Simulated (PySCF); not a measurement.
# What a mistake does to a calculation on AlCGeH5O

These are calculations, not measurements. They come from PySCF 2.14.0, an open-source quantum chemistry program, on an isolated molecule that a program drew, which may never have been made. The molecule is AlCGeH5O (charge 0, singlet), drawn as the SMILES string `[OH][AlH][CH]=[GeH2]`.

Each row is a Hartree-Fock (HF) and frozen-core CCSD(T) single point in the cc-pV(D+d)Z basis, meant for a local HF minimum. Run 1 is clean. Each other run has one planted mistake out of seven kinds, and not every kind appears here: one electron removed, one electron added, multiplicity raised by two, geometry at a saddle point, minimal basis STO-3G, one bond length entered in bohr, all coordinates scaled. The reference is restricted for singlets and unrestricted otherwise, and also for a bond in bohr. Adding or removing an electron swaps singlet and doublet. Electrons count all cores. HOMO and LUMO are orbital energies over both spins, the gradient is its largest component, and the lowest frequency (negative if imaginary) is given only where the gradient is small. Bond lengths are over the 8 bonds as drawn. T1 is the CCSD diagnostic: over 0.02 (restricted) or 0.045 (unrestricted) a single reference is doubtful. Germanium has the cc-pVDZ-PP basis, with a core potential (ECP10MDF) in place of its 10 inner electrons, and its 3s, 3p and 3d shells are frozen in CCSD(T).

Geometry of the clean run:
```xyz
9
AlCGeH5O, angstrom
O     1.5809    1.6608    1.0680
Al    1.4201   -0.0229    1.2233
C     0.8698   -0.9837   -0.3316
Ge    0.5275   -0.2103   -1.8906
H     1.8411    2.2729    1.7350
H     1.7270   -0.7000    2.6188
H     0.7412   -2.0641   -0.3235
H     0.6408    1.2853   -2.1326
H     0.0863   -0.9664   -3.1414
```

```
run,electrons,basis functions,<S^2>,HOMO (eV),LUMO (eV),gradient (hartree/bohr),lowest frequency (cm^-1),mean bond (Å),longest bond (Å),T1,HF (hartree),CCSD(T) (hartree),mistake
1,64,99,0.000,-8.50,1.39,2.9e-05,92,1.5048,1.909,0.0156,-650.94636,-651.48637,no fault
2,64,99,2.024,-6.07,0.13,1.1e-01,-,1.5048,1.909,0.0144,-650.88342,-651.38551,multiplicity raised by two
3,64,99,0.000,-8.30,1.22,2.6e-02,-,1.5589,1.978,0.0171,-650.93549,-651.48343,?
4,64,99,1.452,-7.81,1.40,3.1e-02,-,1.7171,3.607,0.0563,-650.82757,-651.33312,?
```

**Which mistake was planted in run 3, and what did it cost?**

The mean and the longest bond both change by the same factor, 1.036, and the gradient is no longer small. So the mistake is: all coordinates scaled. Subtracting run 1 and multiplying by 627.51 kcal/mol a hartree, the energy moved by 6.8 kcal/mol in HF and 1.8 kcal/mol in CCSD(T).

**Which mistake was planted in run 4, and what did it cost?**

The mean bond changes by a factor of 1.141 and the longest by 1.889, so the molecule wasn't scaled as a whole. A length L in bohr read as angstrom grows by (1/0.5292 - 1) L = 0.890 L. The 8 bonds together grew by 8 x 0.2123 = 1.698 Å, which gives L = 1.909 Å. That is bond Al2-C3, 1.909 Å in the clean geometry. So the mistake is: one bond length entered in bohr. Subtracting run 1 and multiplying by 627.51 kcal/mol a hartree, the energy moved by 74.5 kcal/mol in HF and 96.2 kcal/mol in CCSD(T).

Cautions from the logs. Run 4: T1 is over the limit, so its CCSD(T) energy is less reliable.
